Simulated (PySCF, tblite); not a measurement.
Compound: C3H10SSi2.
Atom-mapped SMILES: `[CH2:1]=[CH:2][CH2:3][SiH2:4][S:5][SiH3:6]` (hydrogens: H7, H8 on C1; H9 on C2; H10, H11 on C3; H12, H13 on Si4; H14, H15, H16 on Si6)

Computed with GFN2-xTB (tblite), gas phase: nudged elastic band of 9 images (0 to 8), spring 0.2 eV/Å², climbing image at the end, force threshold 0.05 eV/Å. No saddle search or frequency run followed, so the top image need not be a first-order saddle, and its height can exceed the method's true barrier by a kcal/mol or more.

Path: rotation about C3–Si4 (sp3 carbon bound to silicon, SiH2 silicon), followed by the dihedral C2–C3–Si4–S5.

Image 0 (start, dihedral -179°):
```
atom  x, y, z in Å
C1     -3.352    0.048    0.563
C2     -2.352   -0.555   -0.055
C3     -1.080   -0.966    0.596
Si4     0.349    0.154    0.039
S5      2.105   -0.601    1.027
Si6     3.668    0.664    0.292
H7     -4.250    0.340    0.048
H8     -3.312    0.267    1.617
H9     -2.417   -0.763   -1.116
H10    -0.844   -1.998    0.331
H11    -1.181   -0.921    1.681
H12     0.574    0.083   -1.405
H13     0.148    1.543    0.445
H14     3.752    0.496   -1.154
H15     3.341    2.043    0.628
H16     4.844    0.173    0.986
```

Image 8 (end, +0.023 eV, dihedral -59°):
```
atom  x, y, z in Å
C1     -2.979   -0.434   -0.477
C2     -1.886   -0.908    0.092
C3     -1.293   -0.383    1.354
Si4     0.305    0.586    0.999
S5      1.647   -0.787    0.029
Si6     3.371    0.408   -0.405
H7     -3.362   -0.837   -1.399
H8     -3.545    0.371   -0.037
H9     -1.333   -1.714   -0.370
H10    -1.063   -1.216    2.022
H11    -2.001    0.270    1.863
H12     0.064    1.710    0.097
H13     0.939    1.046    2.234
H14     2.969    1.495   -1.288
H15     3.890    0.940    0.849
H16     4.272   -0.536   -1.040
```

Question: What do the inner images look like?

Answer: 
Image 1: +0.008 eV, dihedral -164°
```
atom  x, y, z in Å
C1     -3.386    0.000    0.433
C2     -2.323   -0.610   -0.057
C3     -1.083   -0.903    0.709
Si4     0.337    0.227    0.145
S5      2.134   -0.681    0.904
Si6     3.693    0.618    0.217
H7     -4.256    0.203   -0.168
H8     -3.428    0.316    1.462
H9     -2.311   -0.915   -1.096
H10    -0.786   -1.942    0.550
H11    -1.259   -0.779    1.779
H12     0.439    0.291   -1.312
H13     0.223    1.578    0.692
H14     3.685    0.631   -1.241
H15     3.425    1.956    0.728
H16     4.889    0.019    0.778
```

Image 2: +0.024 eV, dihedral -149°
```
atom  x, y, z in Å
C1     -3.396   -0.054    0.291
C2     -2.278   -0.662   -0.059
C3     -1.093   -0.841    0.824
Si4     0.328    0.299    0.275
S5      2.139   -0.743    0.791
Si6     3.692    0.574    0.128
H7     -4.219    0.063   -0.393
H8     -3.532    0.347    1.282
H9     -2.171   -1.053   -1.063
H10    -0.752   -1.877    0.779
H11    -1.361   -0.632    1.861
H12     0.331    0.518   -1.171
H13     0.313    1.587    0.967
H14     3.578    0.746   -1.315
H15     3.511    1.855    0.797
H16     4.903   -0.119    0.530
```

Image 3: +0.041 eV, dihedral -134°
```
atom  x, y, z in Å
C1     -3.380   -0.112    0.148
C2     -2.222   -0.712   -0.054
C3     -1.111   -0.774    0.935
Si4     0.320    0.366    0.406
S5      2.115   -0.792    0.669
Si6     3.674    0.534    0.036
H7     -4.145   -0.080   -0.608
H8     -3.609    0.368    1.086
H9     -2.020   -1.183   -1.008
H10    -0.743   -1.799    1.009
H11    -1.473   -0.485    1.922
H12     0.234    0.744   -1.004
H13     0.419    1.569    1.232
H14     3.465    0.867   -1.368
H15     3.591    1.738    0.850
H16     4.878   -0.242    0.273
```

Image 4 (top): +0.052 eV, dihedral -119°
```
atom  x, y, z in Å
C1     -3.339   -0.172    0.008
C2     -2.158   -0.758   -0.042
C3     -1.136   -0.703    1.040
Si4     0.314    0.427    0.535
S5      2.062   -0.827    0.540
Si6     3.637    0.497   -0.057
H7     -4.037   -0.224   -0.809
H8     -3.656    0.381    0.878
H9     -1.865   -1.305   -0.930
H10    -0.758   -1.708    1.236
H11    -1.589   -0.336    1.962
H12     0.150    0.963   -0.815
H13     0.535    1.522    1.479
H14     3.351    0.991   -1.398
H15     3.664    1.607    0.886
H16     4.816   -0.348    0.011
```

Image 5: +0.051 eV, dihedral -104°
```
atom  x, y, z in Å
C1     -3.275   -0.234   -0.125
C2     -2.088   -0.800   -0.022
C3     -1.167   -0.629    1.136
Si4     0.309    0.481    0.659
S5      1.984   -0.846    0.407
Si6     3.585    0.466   -0.147
H7     -3.900   -0.370   -0.992
H8     -3.672    0.388    0.661
H9     -1.713   -1.418   -0.828
H10    -0.797   -1.605    1.454
H11    -1.702   -0.186    1.976
H12     0.086    1.170   -0.610
H13     0.653    1.446    1.704
H14     3.242    1.117   -1.405
H15     3.727    1.463    0.905
H16     4.720   -0.434   -0.250
```

Image 6: +0.040 eV, dihedral -89°
```
atom  x, y, z in Å
C1     -3.192   -0.297   -0.251
C2     -2.016   -0.839    0.006
C3     -1.202   -0.551    1.222
Si4     0.306    0.526    0.778
S5      1.882   -0.847    0.273
Si6     3.519    0.440   -0.235
H7     -3.738   -0.518   -1.152
H8     -3.658    0.389    0.438
H9     -1.569   -1.524   -0.702
H10    -0.860   -1.490    1.659
H11    -1.809   -0.037    1.967
H12     0.045    1.364   -0.391
H13     0.767    1.341    1.902
H14     3.143    1.245   -1.389
H15     3.780    1.304    0.909
H16     4.594   -0.497   -0.509
```

Image 7: +0.028 eV, dihedral -74°
```
atom  x, y, z in Å
C1     -3.092   -0.363   -0.367
C2     -1.947   -0.874    0.045
C3     -1.242   -0.470    1.295
Si4     0.304    0.563    0.889
S5      1.764   -0.827    0.138
Si6     3.445    0.420   -0.319
H7     -3.558   -0.671   -1.287
H8     -3.614    0.386    0.208
H9     -1.442   -1.623   -0.551
H10    -0.946   -1.364    1.848
H11    -1.906    0.113    1.933
H12     0.032    1.541   -0.162
H13     0.873    1.210    2.071
H14     3.057    1.374   -1.350
H15     3.821    1.131    0.897
H16     4.443   -0.535   -0.764
```

The largest changes of bonds and angles from start to top: C3–Si4 1.899 → 1.907 Å, C2–C3 1.487 → 1.489 Å, C3–Si4–H13 112.1 → 112.8°, S5–Si6–H15 108.4 → 107.7°, H14–Si6–H16 112.9 → 113.5°. GFN2-xTB torsional profiles can miss by a kcal/mol or more and can put conformers in the wrong order.

Question: What do single points at PBE0/pcSseg-1 (PySCF, no dispersion term) give on some images?

Answer: 
```csv
image,GFN2-xTB E (eV),DFT E (eV),HOMO (eV),LUMO (eV),dipole (D)
0,0.000,0.000,-7.25,-0.23,1.26
2,0.024,0.025,-7.25,-0.11,1.20
4,0.052,0.076,-7.22,-0.05,1.23
6,0.040,0.052,-7.23,-0.15,1.34
8,0.023,0.009,-7.24,-0.18,1.40
```

Energies count from image 0 at each level. At the GFN2-xTB top the DFT energy is 1.7 kcal/mol against 1.2; the geometries weren't optimised at the DFT level.

The cost below is that of the whole band run. The run took 2.7 s of wall time on one thread, Intel Xeon 6975P-C (x86_64), no GPU (shared host), and the process peaked at 0.19 GiB of memory.
